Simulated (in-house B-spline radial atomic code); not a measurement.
## Ionising Sm5+ with different functionals

Computed with a B-spline radial code for spherical atoms: scalar-relativistic (spin-free X2C) Hamiltonian, Fermi nucleus of rms radius 5.0819 fm, spin-polarised at highest spin, spherical fractional occupations for the functionals, and exact exchange of hybrids averaged over the configuration. The ionisation energy is the difference of two self-consistent energies, [Xe] 4f3 → [Kr] 4d10 4f4 5s2 5p4, without Breit or QED terms; ε is the level of the shell that loses the electron (its least bound occupied spin orbital). The two configurations differ by more than the removed electron. There is no spin-orbit coupling in this Hamiltonian.

```tsv
method	rung	ΔSCF (eV)	-ε(5p) (eV)
PBE0	global hybrid	91.98	82.50
B3LYP	global hybrid	92.13	82.06
TPSSh	global hybrid	92.09	81.43
BHandHLYP	global hybrid	92.35	84.30
r2SCAN0	global hybrid	92.34	82.89
B97-1	global hybrid	91.95	82.13
HSE06	range-separated hybrid	91.96	82.01
wB97X	range-separated hybrid	91.79	84.93
CAM-B3LYP	range-separated hybrid	92.15	83.94
LC-wPBE	range-separated hybrid	91.89	85.46
```

**Question.** Among the functionals, which spreads more, the ΔSCF values or the orbital energies?

**Answer.** The orbital energies: ΔSCF values span about 0.56 eV and the orbital energies 4.03 eV; here energy differences depend much less on the functional than eigenvalues do.

**Question.** How do they compare with the NIST value?

**Answer.** NIST lists 87 eV ± 4 (tabulated theory, ground level to ground level). Errors run from +4.79 to +5.35 eV; all lie within about twice that uncertainty, so the table can't rank the methods.
